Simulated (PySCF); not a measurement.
**Correlation energy of Co²⁺ (cobalt, charge +2)**

[Ar] 3d6 4p1, one real determinant (an excited configuration). All numbers are calculated (PySCF 2.14, scalar relativity by spin-free X2C-1e, in x2c-TZVPPall with one added diffuse shell each of s, p, d, f type (7s6p5d3f1g, 80 functions)). Frozen: [Ar]; 7 electrons correlated.

| level | correlation energy (mhartree) |
| --- | --- |
| CCSD | -132.58 |
| (T) | -2.55 |
| CCSD(T) | -135.13 |

Diagnostics: T1 = 0.0068, D1 = 0.0190, largest double amplitude 0.081.

The real determinant used has ⟨L²⟩ near 8 against 12 for a pure F term, so it mixes terms.

Cost of the coupled-cluster step: roughly 15 core-seconds, for 7 correlated electrons.

The reference is one real determinant that mixes LS terms of this configuration.
